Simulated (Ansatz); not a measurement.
Consider the isomerisation: `O=C[SiH](O)CO` → `O=C([SiH3])OCO`.

Isolated molecules relaxed with PBE0-D4/def2-TZVP in Ansatz; ΔE leaves out vibrations. CCSD(T)/CBS is the MP2 limit (def2-TZVPP, def2-QZVPP) plus CCSD(T) − MP2 in def2-TZVPP, frozen cores. Functionals use def2-TZVPP. Each species was taken in one conformer, which may not be the lowest.

```tsv
level	ΔE (eV)
PBE-D4	0.66
r2SCAN-D4	0.69
ωB97X-V	0.70
B2PLYP	0.77
r2SCAN	0.69
MP2/def2-TZVPP	0.83
HF/def2-QZVPP	0.75
CCSD/CBS(def2)	0.91
```

(1) What does CCSD(T)/CBS give? (Estimate.)

Largest T1 diagnostic among the species: 0.015.

Results:

(1) The calculation gave: +0.86 eV. The listed levels differ from it by -0.20, -0.17, -0.16, -0.09, -0.17, -0.03, -0.11, 0.05 eV.

In def2-TZVPP, CCSD(T) changes the Hartree–Fock value by +0.04 eV (the triples alone add −0.04 eV) and MP2 by +0.10 eV. From PBE to PBE0 (25 % exact exchange), in def2-TZVPP and without D4, ΔE moves by +0.06 eV.
